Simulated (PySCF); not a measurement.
Compound: C6H8O.
Numbering: `[CH:1]#[C:2][C:3](=[CH2:4])[O:5][CH2:6][CH3:7]` (hydrogens: H8 on C1; H9, H10 on C4; H11, H12 on C6; H13, H14, H15 on C7)

Geometry (PBE0-D3(BJ)/def2-SVP, Å), atoms numbered from 1 in this order:
```
atom  x, y, z in Å
C1    -2.6390    2.8141   -0.4586
C2    -2.0367    1.7836   -0.2503
C3    -1.3378    0.5548   -0.0011
C4    -1.9950   -0.5781    0.3151
O5    -0.0034    0.6979   -0.1252
C6     0.8044   -0.4354    0.0938
C7     2.2440   -0.0319   -0.1017
H8    -3.1684    3.7303   -0.6443
H9    -1.4847   -1.5213    0.5082
H10   -3.0816   -0.5568    0.3824
H11    0.6341   -0.8217    1.1167
H12    0.5166   -1.2392   -0.6101
H13    2.9071   -0.8935    0.0630
H14    2.5227    0.7633    0.6048
H15    2.4059    0.3434   -1.1225
```

Method used: core-valence-separated Tamm–Dancoff BHandHLYP/aug-pcX-1 (pcseg-1 on H) in PySCF, non-relativistic, gas phase, PBE0-D3(BJ)/def2-SVP geometry. No empirical shift is added; at this level the pattern usually sits a few eV under experiment.

The lowest roots of each edge with f over 0.003 (five at most, numbered afresh; weaker and dark ones are left out), with transition dipoles (au) in the frame of the coordinates:

| root | edge | E (eV) | f | μx | μy | μz |
| --- | --- | --- | --- | --- | --- | --- |
| 1 | C | 282.63 | 0.0518 | -0.0054 | -0.0202 | -0.0840 |
| 2 | C | 283.23 | 0.0611 | 0.0059 | 0.0221 | 0.0910 |
| 3 | C | 283.42 | 0.0339 | 0.0045 | 0.0164 | 0.0678 |
| 4 | C | 283.59 | 0.1132 | -0.1108 | -0.0596 | 0.0217 |
| 5 | C | 284.78 | 0.0631 | 0.0060 | 0.0221 | 0.0922 |
| 6 | O | 533.06 | 0.0129 | -0.0020 | -0.0073 | -0.0305 |
| 7 | O | 534.32 | 0.0122 | -0.0165 | -0.0248 | 0.0069 |
| 8 | O | 534.77 | 0.0106 | 0.0143 | -0.0241 | 0.0048 |
| 9 | O | 535.46 | 0.0120 | 0.0296 | -0.0059 | -0.0006 |
| 10 | O | 535.64 | 0.0065 | -0.0161 | 0.0152 | -0.0026 |

Problem. Molecules are fixed in this frame and the field points along (0, 1, 1)/√2. What effective strengths 3 f cos²θ do the roots have (θ between field and μ)?

Solution. root 1 (C4): 0.113, root 2 (C1): 0.133, root 3 (C2): 0.074, root 4 (C1 + C2): 0.015, root 5 (C3): 0.137, root 6 (O5): 0.028, root 7 (O5): 0.006, root 8 (O5): 0.007, root 9 (O5): 0.001, root 10 (O5): 0.003. Averaged over all orientations cos²θ is 1/3, which gives f back.

One conformer stands for the species.
